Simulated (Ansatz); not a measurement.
```yaml
crystal:
  periodic: [false, false, false]
  atoms:
    - {symbol: O, position_ang: [-0.215571, -2.640280, -0.217278]}
    - {symbol: C, position_ang: [-0.114503, -1.402459, -0.115412]}
    - {symbol: C, position_ang: [-0.746269, -0.682094, 0.964912]}
    - {symbol: C, position_ang: [-0.627227, 0.677921, 1.064986]}
    - {symbol: C, position_ang: [0.113750, 1.393178, 0.114648]}
    - {symbol: C, position_ang: [0.742336, 0.731834, -0.948973]}
    - {symbol: C, position_ang: [0.639366, -0.627548, -1.072673]}
    - {symbol: H, position_ang: [-1.311399, -1.265730, 1.681945]}
    - {symbol: H, position_ang: [-1.105153, 1.210307, 1.879604]}
    - {symbol: H, position_ang: [0.201667, 2.469795, 0.203255]}
    - {symbol: H, position_ang: [1.310501, 1.305399, -1.672618]}
    - {symbol: H, position_ang: [1.112505, -1.170314, -1.882416]}
basis:
  gaussian: {orbitals: cc-pVDZ}
magnetization: {spin_polarized: true, initial_magnetization: 1}
hamiltonian: {xc: {name: M06-2X}}
accuracy: high
```

```sh
$ ansatz run in.yaml --threads 2 --pin off --events-out ev --progress --plain --max-ram 32768MiB --backend cpu
```

Q: How does Ansatz answer? (An estimate is asked.)

A: Computed: The program refused the input.
```
Error: YAML parse error: error: line 19 column 19: hamiltonian.xc: no functional is named "M06-2X"; the names, which are not case-sensitive, are SVWN5, SPW92, PBE, PBE0, PBEsol, revPBE, revPBE0, RPBE, rPW86-PBE, HSE06, wPBEh, LC-wPBE, HISS, HF, BLYP, B3LYP, B3LYP5, BHLYP, CAM-B3LYP, r2SCAN, r2SCANh, r2SCAN0, r2SCAN50, m-r2SCAN, B97, wB97, wB97X, wB97X-V, B97M-V, wB97M-V, B2PLYP, B2GP-PLYP, PBE0-DH, PBE-QIDH
17 |   gaussian: {orbitals: cc-pVDZ}
18 | magnetization: {spin_polarized: true, initial_magnetization: 1}
19 | hamiltonian: {xc: {name: M06-2X}}
20 | accuracy: high
```

HSE06 is defined as in plane-wave codes.
